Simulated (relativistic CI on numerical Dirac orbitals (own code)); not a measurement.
Magnetism of Ho²⁺, 4f11, in a crystal field

Calculated by Dirac-Coulomb-Breit CI, separate exchange-only KLI orbitals for each configuration, a model potential for QED, valence Slater integrals scaled by 0.85, one configuration in a parametric crystal field (own radial code).

Field parameters in Wybourne normalisation; cubic f-shell fields have B⁴₄ = √(5/14) B⁴₀ and B⁶₄ = −√(7/2) B⁶₀. The field is a parameter set, without covalency.

S is read from ⟨S²⟩ = S(S + 1).

Powder χT (cm³ K mol⁻¹) by Van Vleck's formula, with temperature-independent terms:

```
                                                                         Field   2 K   5 K  10 K  20 K  50 K  100 K  200 K  300 K
D3d, B20 = -750, B40 = -1010, B43 = -210, B60 = 10, B63 = -90, B66 = -180 cm⁻¹  9.95    10  10.1  10.2  10.6     11   11.3   11.4
     D3d, B20 = -850, B40 = 840, B43 = 690, B60 = 0, B63 = 380, B66 = 160 cm⁻¹  7.32  8.09  8.57  9.22  10.2   10.7   11.2   11.3
                         D3h, B20 = 430, B40 = -180, B60 = -250, B66 = 80 cm⁻¹  5.65  6.66  8.12  9.81    11   11.3   11.4   11.4
          D4h, B20 = -690, B40 = 1150, B44 = -250, B60 = -230, B64 = -450 cm⁻¹  4.44   6.5  8.53  9.76  10.4   10.9   11.2   11.3
                                               Oh, B40 = -1790, B60 = 250 cm⁻¹     4  4.96  6.52  8.67  10.3   10.7   11.1   11.3
                                               Oh, B40 = -1670, B60 = 530 cm⁻¹  4.61  4.97  5.58  6.79  9.19   10.2   10.8     11
```

Question: For D3d, B20 = -750, B40 = -1010, B43 = -210, B60 = 10, B63 = -90, B66 = -180 cm⁻¹: what effective moment follows at 300 K?

Answer: μ_eff = √(8χT) = 9.54 μB. The LS value g√(J(J + 1)) of the free ion's 4I°_15/2 level is 9.58 μB.
